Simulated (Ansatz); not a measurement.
Geometry optimisation, RKS PBE-D4/def2-SVP (Ansatz).

Input:

```yaml
crystal:
  periodic: [false, false, false]
  atoms:
    - { symbol: C, position_ang: [-0.2494, -1.818, 1.1655] }
    - { symbol: "N", position_ang: [-0.702, -0.9821, 0.2219] }
    - { symbol: Si, position_ang: [0.3799, 0.1989, -0.2923] }
    - { symbol: "N", position_ang: [0.3739, 1.4853, 0.7642] }
    - { symbol: "N", position_ang: [-0.2654, 0.8195, -1.6725] }
    - { symbol: F, position_ang: [1.8815, -0.3054, -0.5127] }
    - { symbol: H, position_ang: [0.7231, -1.741, 1.6446] }
    - { symbol: H, position_ang: [-0.9436, -2.5407, 1.5112] }
    - { symbol: H, position_ang: [0.7205, 2.2809, 0.3269] }
    - { symbol: H, position_ang: [-1.62071, -0.56986, -0.03816] }
    - { symbol: H, position_ang: [0.074, 0.2678, -2.4051] }
    - { symbol: H, position_ang: [-1.2307, 0.5811, -1.5727] }
basis:
  gaussian: { orbitals: def2-SVP }
hamiltonian:
  xc: pbe
  dispersion: d4
relax:
  f_tol: 0.02
  max_steps: 50
```

Command:

```bash
$ ansatz run input.yaml --threads 2 --pin off --max-ram 3072MiB --backend cpu --events-out ev --progress --plain --runs-dir out
```

**Question.** Where does it end, and by what steps?

**Answer.** It converged. After 19 steps the energy has fallen by 2.748 eV; H12 moved furthest, 1.26 Å.

```tsv
step	energy less start (eV)	largest force component (eV/Å)	accepted
0	0.0000	4.294	yes
1	-1.5286	3.843	yes
2	-2.3233	1.276	yes
3	-2.4845	1.043	yes
4	-2.5732	0.601	yes
5	-2.5986	1.147	yes
6	-2.6585	0.307	yes
7	-2.6752	0.405	yes
8	-2.6979	0.508	yes
9	-2.7181	0.458	yes
10	-2.7083	0.674	no
11	-2.7316	0.173	yes
12	-2.7426	0.112	yes
13	-2.7458	0.143	yes
14	-2.7470	0.072	yes
15	-2.7474	0.054	yes
16	-2.7476	0.057	yes
17	-2.7476	0.088	yes
18	-2.7480	0.060	yes
19	-2.7485	0.019	yes
```

```xyz
12
Properties=species:S:1:pos:R:3
C -0.216 -1.936 1.166
N -0.645 -0.902 0.514
Si 0.398 0.455 -0.323
N 0.445 1.611 0.825
N -0.343 0.506 -1.893
F 1.718 -0.533 -0.461
H 0.847 -2.205 1.056
H -0.871 -2.517 1.838
H 0.011 2.529 0.682
H -1.637 -0.659 0.643
H 0.030 -0.093 -2.636
H -0.596 1.421 -2.270
```

The run took 61 s on 2 threads of AMD EPYC 7B13 (Zen 3), on a shared host, peak memory 0.18 GiB.
